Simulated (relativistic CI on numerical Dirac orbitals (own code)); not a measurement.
# What each ingredient does to the levels of Tl76+

Base calculation: Dirac-Coulomb-Breit CI, KLI orbitals optimised for each configuration, model QED (radiative potential, 1s self-energy scaled to tabulated hydrogen-like ionisation energies), unscaled Slater integrals.

Configuration list (outside the closed core 1s2): 2s²2p, 2s2p², 2p³, 2p²3s, 2s²3s, 2p²3p, 2p²3d, 2s²3p, 2s²3d, 2s2p3s, 2s2p3p, 2s2p3d, 2s²4s, 2s²4p, 2s²4d, 2s²4f. Levels of other configurations are missing.

Variants: (1) QED terms removed; (2) non-relativistic limit. Shifts of the energy above 2s²2p ²P°1/2, in eV, for the lowest level and the first level of each name with at least 55 % of one term (blank where a level changes its place among those of its configuration and J or its character, or is not in the variant):

| Level | Base | Δ(1) | Δ(2) |
| --- | --- | --- | --- |
| 2s²2p ²P°1/2 | 0.0 | 0.0 | 0.0 |
| 2s²2p ²P°3/2 | 2223.4 | -1.0 | -2223.4 |
| 2s2p² ⁴P3/2 | 2450.1 | +23.9 | -2319.1 |
| 2s2p² ²D5/2 | 2492.8 | +23.9 |  |
| 2s2p² ²P1/2 | 2577.4 | +23.9 |  |
| 2s2p² ²D3/2 | 2579.1 | +23.9 | -2339.9 |
| 2s2p² ⁴P5/2 | 4691.5 | +22.4 |  |
| 2s2p² ²S1/2 | 4816.5 | +22.5 |  |
| 2s2p² ²P3/2 | 4817.2 | +22.5 | -4496.0 |
| 2p³ ⁴S°3/2 | 5075.1 | +47.9 |  |
| 2p³ ²D°5/2 | 5097.9 | +47.9 | -4615.4 |
| 2p³ ²P°1/2 | 5165.0 | +47.9 | -4622.0 |
| 2s²3s ²S1/2 | 13169.9 | -4.2 | -1678.3 |
| 2s²3p ²P°1/2 | 13274.3 | +3.5 | -1708.5 |
| 2s2p3s ⁴P°1/2 | 13385.0 | +20.5 | -1753.7 |
| 2s2p3s ⁴P°3/2 | 13416.0 | +20.6 | -1784.7 |
| 2s2p3s ²P°1/2 | 13453.3 | +20.4 | -1784.4 |
| 2s2p3p ⁴D1/2 | 13472.7 | +28.1 |  |
| 2s²3p ²P°3/2 | 13930.6 | +2.8 | -2364.9 |
| 2s²3d ²D3/2 | 13994.4 | +4.3 | -2355.6 |
| 2s²3d ²D5/2 | 14159.9 | +7.0 | -2521.2 |
| 2s2p3d ⁴F°3/2 | 14194.9 | +29.0 | -2437.9 |

At this charge energies of transitions that change n are usually good to better than 1 %, and those within a shell (Δn = 0) to a few per cent.

Ionisation energy from the two ground configurations alone: base 23252.2 eV. The NIST ASD value (theoretical) is 23250 eV.

LS names give the leading component of a level, which can be under half, so a name can repeat, a term be missing and a line seem to break the LS rules.
